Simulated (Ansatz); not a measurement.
```yaml
atoms:
  - { symbol: Li, position_ang: [2.6000, 0.0000, 0.0000] }
  - { symbol: Li, position_ang: [1.3000, 2.2517, 0.0000] }
  - { symbol: Li, position_ang: [-1.3000, 2.2517, 0.0000] }
  - { symbol: Li, position_ang: [-2.6000, 0.0000, 0.0000] }
  - { symbol: Li, position_ang: [-1.3000, -2.2517, 0.0000] }
  - { symbol: Li, position_ang: [1.3000, -2.2517, 0.0000] }
```

Basis set: def2-SVP (spherical functions). All electrons are correlated. Charge 0, multiplicity 1.

Computed with Ansatz (development build ahead of 0.2.0); each method stands on the lowest determinant of its kind that the runs found. Restricted open shells among the atoms or ions are ROHF, correlated in semicanonical orbitals with singles.

The atomization energy at this shape (free ground-state atoms in the same class of orbitals less the molecule, no zero-point energy) of singlet Li6:

```tsv
method	atomization energy
RHF	-9.91 kcal/mol
```

Question: What does RHF-MP2 give?

Answer: 38.97 kcal/mol. Caution: the shape is not the minimum.
